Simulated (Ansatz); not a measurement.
CdH2 (SMILES [CdH2]) moved off its minimum; all values from Ansatz (a first-principles code), cores frozen in correlated methods. Elements past Kr take the def2 small-core potentials, without spin–orbit coupling.
(charge 0, multiplicity 1)
```xyz
3

Cd     0.04264    -0.01785    -0.06065
H     -0.11378     0.09161     1.66107
H     -0.03222    -0.04953    -1.72989
```

Forces at wB97M-V/def2-TZVPP (eV/Å):

```csv
atom,Fx,Fy,Fz
Cd1,-0.361,0.141,0.654
H2,0.207,-0.089,-0.621
H3,0.154,-0.052,-0.033
```

Q: Give the forces (eV/Å), the total energy and the dipole at CCSD(T)/def2-TZVPPD.

A: 
```tsv
atom	Fx	Fy	Fz
Cd1	-0.348	0.136	0.644
H2	0.200	-0.086	-0.604
H3	0.148	-0.050	-0.039
```
Energy -168.4544 hartree, dipole 0.36 D.
